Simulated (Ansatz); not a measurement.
C₂H₃BO (`C#CBO`). The species carries charge 0 and has multiplicity 1. Geometry: relaxed with PBE0-D4/def2-TZVP. It is one conformer, not always the lowest.

```xyz
7

C     1.347   -1.089    0.551
C     0.428   -0.329    0.370
B    -0.738    0.636    0.153
O    -1.197    0.916   -1.085
H     2.159   -1.760    0.717
H    -1.280    1.173    1.072
H    -0.719    0.452   -1.779
```

**Question.** What is the dipole moment at ωB97M-V/def2-TZVPP? (Estimate.)

**Answer.** Ansatz gave: 1.99 D, with components (1.35, -1.21, -0.83) D in this frame, pointing from negative to positive charge.

**Question.** And with PBE, r2SCAN, B3LYP? (Estimate.)

**Answer.** Ansatz gave: PBE 1.97 D, r2SCAN 2.01 D, B3LYP 1.99 D.

**Question.** Give the Mulliken charges with ωB97M-V, PBE, B3LYP in def2-TZVPP. (Estimate.)

**Answer.** The calculation gave: 
| atom | ωB97M-V | PBE | B3LYP |
| --- | --- | --- | --- |
| C1 | -0.02 | -0.11 | -0.04 |
| C2 | -0.29 | -0.19 | -0.31 |
| B3 | 0.07 | 0.10 | 0.11 |
| O4 | -0.25 | -0.21 | -0.25 |
| H5 | 0.24 | 0.21 | 0.26 |
| H6 | 0.05 | 0.00 | 0.02 |
| H7 | 0.19 | 0.20 | 0.20 |

B3LYP here is the variant with VWN-RPA as its local correlation; programs differ in this.
